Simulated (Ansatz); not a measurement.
Consider the silylene formation by 1,1-elimination: `C[SiH2]C(F)F` → `CC(F)F` + `[SiH2]`.

Computed with Ansatz on PBE0-D4/def2-TZVP structures; ΔE is electronic, products minus reactants. CCSD(T)/CBS adds triple-zeta CCSD(T) − MP2 to the extrapolated MP2 energy (def2 sets, frozen cores). This one scheme is used for every species. Functionals use def2-TZVPP. B3LYP here is the variant with VWN-RPA as its local correlation; programs differ in this. One conformer a species, not always the lowest.

```tsv
level	ΔE (kJ/mol)	difference from CCSD(T)/CBS
PBE-D4	227.0	9.2
r2SCAN-D4	239.5	21.7
PBE0-D4	229.8	12.0
B3LYP-D4	216.6	-1.2
ωB97X-V	228.4	10.6
ωB97M-V	216.2	-1.6
B2PLYP	213.5	-4.3
PBE	219.4	1.6
r2SCAN	237.5	19.7
PBE0	223.2	5.4
B3LYP	204.4	-13.4
HF/def2-TZVPP	188.6	-29.2
MP2/def2-TZVPP	227.9	10.1
SCS-MP2/def2-TZVPP	215.7	-2.1
CCSD/def2-TZVPP	203.4	-14.4
CCSD(T)/def2-TZVPP	208.6	-9.2
HF/def2-QZVPP	189.6	-28.2
MP2/def2-QZVPP	233.5	15.7
SCS-MP2/def2-QZVPP	221.5	3.7
HF/CBS(def2)	189.7	-28.1
MP2/CBS(def2)	237.1	19.3
CCSD/CBS(def2)	212.6	-5.2
CCSD(T)/CBS	217.8	0
```

Largest T1 diagnostic among the species: 0.014.

In def2-TZVPP, CCSD(T) changes the Hartree–Fock value by +20.0 kJ/mol (the triples alone add +5.3 kJ/mol) and MP2 by +39.2 kJ/mol. The D4 term adds +12.2 kJ/mol with B3LYP and +6.7 kJ/mol with PBE0; it sums over pairs of atoms, weighted by their polarisabilities, and B3LYP, whose exchange is more repulsive, gets the larger term. From PBE to PBE0 (25 % exact exchange), in def2-TZVPP and without D4, ΔE moves by +3.8 kJ/mol.
